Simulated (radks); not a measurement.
Ag XXXI, configuration [Ne] 3s2 3p5 (the NIST ground configuration). All-electron calculation, Dirac Kohn-Sham, PBEsol, spin-unpolarised, spherical densities, finite nucleus; open shells fill j = l - 1/2 first; Fermi nuclear charge, rms radius 4.5454 fm. Program: a radial shooting solver on a logarithmic mesh with Libxc functionals.

Normalised radial functions P(r) = r R(r) (large component), r in bohr:

r           2s1/2    3p1/2    3p3/2
0.002865   0.6088   0.0217   0.0116
0.003205   0.6649   0.0256   0.0144
0.003585   0.7245   0.0303   0.0177
0.003977   0.7830   0.0354   0.0216
0.004449   0.8490   0.0420   0.0266
0.004976   0.9178   0.0499   0.0328
0.005521   0.9837   0.0587   0.0397
0.006176   1.0558   0.0698   0.0488
0.006908   1.1282   0.0831   0.0597
0.007726   1.1994   0.0989   0.0731
0.008573   1.2629   0.1163   0.0879
0.009589   1.3263   0.1383   0.1070
0.01073    1.3819   0.1643   0.1299
0.0119     1.4240   0.1924   0.1550
0.01331    1.4554   0.2277   0.1869
0.01489    1.4685   0.2687   0.2245
0.01652    1.4603   0.3125   0.2650
0.01848    1.4249   0.3661   0.3154
0.02067    1.3571   0.4270   0.3731
0.02312    1.2518   0.4952   0.4386
0.02565    1.1166   0.5649   0.5064
0.02869    0.9272   0.6463   0.5865
0.03209    0.6900   0.7329   0.6730
0.03561    0.4264   0.8162   0.7576
0.03983    0.0980   0.9061   0.8506
0.04455   -0.2715   0.9921   0.9419
0.04943   -0.6435   1.0637   1.0206
0.05529   -1.0629   1.1255   1.0927
0.06185   -1.4853   1.1635   1.1439
0.06917   -1.8898   1.1688   1.1651
0.07676   -2.2292   1.1360   1.1494
0.08585   -2.5330   1.0514   1.0851
0.09603   -2.7512   0.9082   0.9632
0.1066    -2.8610   0.7184   0.7930
0.1192    -2.8690   0.4522   0.5461
0.1333    -2.7609   0.1271   0.2366
0.1479    -2.5647  -0.2166  -0.0975
0.1654    -2.2688  -0.6132  -0.4906
0.1851    -1.9136  -1.0105  -0.8927
0.207     -1.5332  -1.3766  -1.2722
0.2297    -1.1874  -1.6589  -1.5740
0.2569    -0.8504  -1.8718  -1.8135
0.2873    -0.5696  -1.9676  -1.9391
0.3188    -0.3676  -1.9436  -1.9422
0.3566    -0.2121  -1.8027  -1.8264
0.3989    -0.1118  -1.5659  -1.6076
0.4426    -0.0564  -1.2921  -1.3426
0.495     -0.0243  -0.9791  -1.0308
0.5537    -0.0092  -0.6859  -0.7319
0.6193    -0.0031  -0.4412  -0.4774
0.6872    -0.0010  -0.2692  -0.2954
0.7686    -0.0002  -0.1431  -0.1594
0.8597    0.0000  -0.0678  -0.0768
0.954     0.0000  -0.0302  -0.0348
1.067     0.0000  -0.0110  -0.0130

2s1/2: eigenvalue -5207.9 eV, 1 radial node at r = 0.0411 bohr, <r> = 0.133 bohr, 90 % of the charge inside 0.206 bohr. 3p1/2: eigenvalue -1826.8 eV, 1 radial node at r = 0.139 bohr, <r> = 0.318 bohr, 90 % of the charge inside 0.472 bohr. 3p3/2: eigenvalue -1785.2 eV, 1 radial node at r = 0.144 bohr, <r> = 0.325 bohr, 90 % of the charge inside 0.482 bohr.
